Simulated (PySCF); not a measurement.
Ga(F)2(NCO) (CF2GaNO), SMILES O=C=[N][Ga]([F])[F]. Atoms are numbered in the order given.

```xyz
6

Ga     0.0049     0.6662     0.0000
F      1.2671     1.8578     0.0000
F     -1.6417     1.2265     0.0000
N      0.4212    -1.0815     0.0000
C      0.1379    -2.2587     0.0000
O     -0.0693    -3.4110     0.0000
```

Coordinates come from a TPSSh-D3(BJ)/def2-SVP optimisation. The structure was generated by enumeration; whether it is a known compound was not checked. The values are those of a single conformer.

Two levels are set side by side: PBE/pcSseg-1 (PySCF) and KT2/pcSseg-1 (PySCF). GIAO shifts against CFCl3 (¹⁹F), H2O (¹⁷O), NH3 (¹⁵N), TMS (¹³C) at the same level; non-relativistic, no solvent, atoms listed together averaged. Differences are taken from unrounded values.

| quantity | KT2 |
|---|---|
| δ(¹⁵N) of N4 (ppm) | 41.4 |
| δ(¹³C) of C5 (ppm) | 123.0 |
| δ(¹⁷O) of O6 (ppm) | 144.5 |

Q: What does PBE give, and how far is it from KT2? (The exact figures need the calculation; the answer reports its results.)

A: 
```csv
quantity,PBE,PBE minus KT2
δ(¹⁵N) of N4 (ppm),47.6,6.2
δ(¹³C) of C5 (ppm),127.1,4.2
δ(¹⁷O) of O6 (ppm),156.3,11.8
```

Rough cost on one machine, each run with all the roots and properties that it gave: KT2 against PBE within a factor of 2.
